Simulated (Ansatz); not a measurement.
Consider the redistribution: `[NH2][W](=[O])(=[S])[Cl]` + `ClC1O[SiH2]1` → `[O]=[W](=[S])([Cl])[Cl]` + `NC1O[SiH2]1`.

Program: Ansatz. Geometries: PBE0-D4/def2-TZVP. ΔE: electronic, gas phase. CBS: MP2 limit from def2 TZ/QZ plus the TZ coupled-cluster correction, frozen cores. Functionals use def2-TZVPP. HSE06 is defined as in plane-wave codes. Elements past krypton have def2 core potentials. For W outer-core shells are correlated without core-valence functions, which leaves a few kJ/mol of doubt a bond. Each species was taken in one conformer, which may not be the lowest.

```
             level  ΔE (kcal/mol)  difference from CCSD(T)/CBS
            PBE-D4          -11.7                         -0.3
         revPBE-D4          -11.6                         -0.2
           PBE0-D4          -11.7                         -0.3
        r2SCAN0-D4          -12.0                         -0.6
          HSE06-D4          -11.8                         -0.4
      CAM-B3LYP-D4          -10.9                          0.5
           ωB97M-V          -10.8                          0.6
              BLYP          -11.6                         -0.2
           r2SCAN0          -12.0                         -0.6
      MP2/def2-SVP          -16.5                         -5.1
     CCSD/def2-SVP          -12.9                         -1.5
CCSD(T)/def2-TZVPP          -11.5                         -0.1
     HF/def2-QZVPP          -11.2                          0.2
SCS-MP2/def2-QZVPP          -13.8                         -2.4
      HF/CBS(def2)          -11.2                          0.2
    CCSD/CBS(def2)          -10.8                          0.6
       CCSD(T)/CBS          -11.4                            0
```

What do rigid-rotor, harmonic-oscillator terms from PBE0-D4/def2-TZVP frequencies (298.15 K, 1 bar) make of the CCSD(T)/CBS value? (An estimate is asked.)

Computed: ΔZPE = +1.2 kcal/mol, ΔH = -10.2 kcal/mol, ΔS = -2 J/(mol·K), ΔG = -10.1 kcal/mol.

Largest T1 diagnostic among the species: 0.022, so the coupled-cluster value is less sure than usual.

Leaving LDA and LC-ωPBE aside and taking each functional with its dispersion term where it has one, the values, not all of them listed here, spread over 2.6 kcal/mol, from PBE-QIDH to ωB97X-V. At CCSD(T), def2-SVP lies −2.0 kcal/mol from the extrapolated value and def2-TZVPP −0.1 kcal/mol.
